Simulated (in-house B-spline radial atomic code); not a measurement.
**Ionising La II (La+) with different functionals**

Computed with a radial B-spline atomic code at the basis-set limit: scalar-relativistic (spin-free X2C) Hamiltonian, Fermi nucleus of rms radius 4.855 fm, spin-polarised at highest spin, spherical fractional occupations for the functionals, and exact exchange of hybrids averaged over the configuration. The ionisation energy is the difference of two self-consistent energies, [Xe] 5d2 → [Xe] 5d1, without Breit or QED terms; ε is the level of the shell that loses the electron (its least bound occupied spin orbital). There is no spin-orbit coupling in this Hamiltonian.

```
   method                    rung  ΔSCF (eV)  -ε(5d) (eV)
     PBE0           global hybrid      11.12         8.50
    B3LYP           global hybrid          ?            ?
    TPSSh           global hybrid      11.01         7.81
BHandHLYP           global hybrid      10.84         9.18
  r2SCAN0           global hybrid      11.01         8.45
    B97-1           global hybrid          ?            ?
    HSE06  range-separated hybrid      11.12         8.12
    wB97X  range-separated hybrid      10.72        10.34
CAM-B3LYP  range-separated hybrid      11.01         9.58
  LC-wPBE  range-separated hybrid      10.97        10.82
```

(1) What does B3LYP give?

(2) What does B97-1 give?

(3) Among the functionals, which spreads more, the ΔSCF values or the orbital energies?

(4) How do they compare with the NIST value?

Answers

(1) ΔSCF 11.11 eV, and -ε(5d) = 8.27 eV.

(2) ΔSCF 10.88 eV, and -ε(5d) = 8.10 eV.

(3) The orbital energies: ΔSCF values span about 0.40 eV and the orbital energies 3.00 eV; here energy differences depend much less on the functional than eigenvalues do.

(4) NIST lists 11.185 eV (measured, ground level to ground level). Errors run from -0.46 to -0.06 eV; HSE06 is closest (-0.06 eV), but part of that can be cancellation, since the calculations leave out spin-orbit coupling, Breit-QED terms, multiplet and fine-structure energies.
